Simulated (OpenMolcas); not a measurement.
Ni3+: moving the ligands

Ni3+ with 4 ligands (bromide) in tetrahedral coordination (Td) at 2.38 Å. A charge of +0.25 e stands 2.6 Å behind each ligand. Ligand basis ANO-RCC-VDZP.

```yaml
Program: OpenMolcas 26.06
Method: CASSCF
Basis: ANO-RCC-VDZP [5s4p2d1f]
Scalar_Hamiltonian: DKH2, point nucleus
Active_space: 7 electrons in 5 orbitals (3d)
State_averaging: 2S+1 = 4 even, 10 roots; 2S+1 = 2 even, 40 roots
Spin-orbit_coupling: state interaction with AMFI integrals over the reference wave functions
```

Runs around this geometry, states (labels of Td). Energies in cm-1 above the lowest state or level, χT in cm3 K/mol.

```tsv
R (Å)	Ground state	First state of that spin	First gap with spin-orbit (degeneracies)	χT at 300 K	First state of another spin
2.24	4A2	4T2 4241	4176 (4, 4)	2.556	2S+1 = 2: 17658
2.38	4A2	4T2 3219	3135 (4, 4)	2.808	2S+1 = 2: 18492
2.51	4A2	4T2 2460	2380 (4, 4)	3.080	2A1 18190
```

Taking the first state of the same spin as R^-n, n = -ln(2460 / 4241) / ln(2.51 / 2.24) = 4.8 between the shortest and longest distance.

Without dynamic correlation the repulsion within the d shell is too large (B by tens of per cent), so at a given field states of lower spin stand too high. Ligand-to-metal charge-transfer states are missing. This ion would oxidise such ligands; the complex is a model and need not exist. With no ligand orbital active B as a rule stays too high, so bands that hang on it stand too high and its fall with covalency is understated. With metal d orbitals alone and no dynamic correlation the field as a rule comes out too small, by tens of per cent, by up to half for chloride and softer ligands, and the orbital part of g and χT, which goes as 1/10Dq, too large. The least metal-like active orbital is 80 % on the metal (Löwdin) and no ligand orbital is active, so the numbers are rough (holds for R = 2.24). The least metal-like active orbital is 83 % on the metal (Löwdin) and no ligand orbital is active, so the numbers are rough (holds for R = 2.38). The least metal-like active orbital is 85 % on the metal (Löwdin) and no ligand orbital is active, so the numbers are rough (holds for R = 2.51). No measured value stands beside these numbers; the geometry was imposed, not optimised, and the real ion may take another.

A state without a sure symmetry label is named by its multiplicity alone.
